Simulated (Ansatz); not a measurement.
A nudged elastic band was laid between two geometries of CH$_{5}$FSeZn (9 atoms, charge 0, multiplicity 1).

Level of theory: Ansatz 0.2.0, RKS revPBE-D4/def2-SVP.

```
movable images  : 7
climbing image  : yes
spring          : 5.0 eV/Å²
optimiser       : quadratic models (default)
start path      : through a guess of the saddle point
force threshold : 0.05 eV/Å
iteration limit : 10
end points      : relaxed
```

First end point:

```xyz
9
Properties=species:S:1:pos:R:3
Zn 0.696 -0.277 0.084
F 1.865 0.250 1.381
C -0.151 -1.020 -1.498
H 0.429 0.977 2.222
Se -1.057 1.170 2.018
H -0.896 -1.787 -1.203
H -0.684 -0.224 -2.057
H 0.591 -1.490 -2.176
H -0.792 2.400 1.228
```

Last end point:

```xyz
9
Properties=species:S:1:pos:R:3
Zn -0.349 -0.004 0.190
F 1.687 0.238 1.281
C -0.181 -1.018 -1.475
H 1.084 0.683 1.910
Se -1.048 1.252 2.125
H -0.754 -1.967 -1.417
H -0.570 -0.438 -2.338
H 0.884 -1.262 -1.667
H -0.753 2.515 1.392
```

Question: Which bonds break or form, and what moves?

Answer: Bonds broken: H4–Se5. Bonds formed: F2–H4. CH5FSeZn becomes CH4SeZn + FH.

Question: Give the energies along the band, and the barrier.

Answer: The forces met the threshold. The highest image is number 2 of 0 to 8, 2.6 kJ/mol above the first end and 32.8 kJ/mol above the last; the last end lies 30.2 kJ/mol below the first. Another band between the same ends (7 images) ends at a top of the same energy, where a vibrational analysis finds 2 clearly imaginary modes. The orbitals stay closed-shell, which can raise the energy where a bond breaks towards radicals; this wasn't checked here.

```tsv
image	path coordinate (Å)	energy (kJ/mol)	H4–Se5 (Å)	F2–H4 (Å)
0	0.00	0.0	1.51	1.82
1	0.27	0.7	1.54	1.67
2	0.54	2.6	1.61	1.43
3	0.76	-2.8	1.77	1.20
4	0.99	-16.0	1.95	1.05
5	1.21	-24.0	2.08	1.00
6	1.43	-27.9	2.15	0.99
7	1.65	-29.8	2.20	0.98
8	1.87	-30.2	2.22	0.98
```

Question: What is the geometry of the highest image?

Answer: 
```xyz
9
Properties=species:S:1:pos:R:3:forces:R:3
Zn 0.387 -0.184 0.152 0.02 0.00 0.01
F 1.721 0.314 1.421 -0.01 0.00 -0.01
C -0.159 -1.037 -1.516 -0.03 0.01 0.01
H 0.616 0.909 2.105 -0.01 -0.01 -0.01
Se -0.975 1.185 2.082 0.00 0.01 0.02
H -0.872 -1.860 -1.309 0.00 -0.01 0.00
H -0.666 -0.303 -2.175 0.00 0.00 -0.01
H 0.713 -1.454 -2.057 0.03 -0.01 -0.01
H -0.767 2.430 1.297 0.00 0.00 0.00
```

Time of the run: 2.4 min on 2 threads of Arm Neoverse V1 (shared host), peak memory 0.17 GiB.
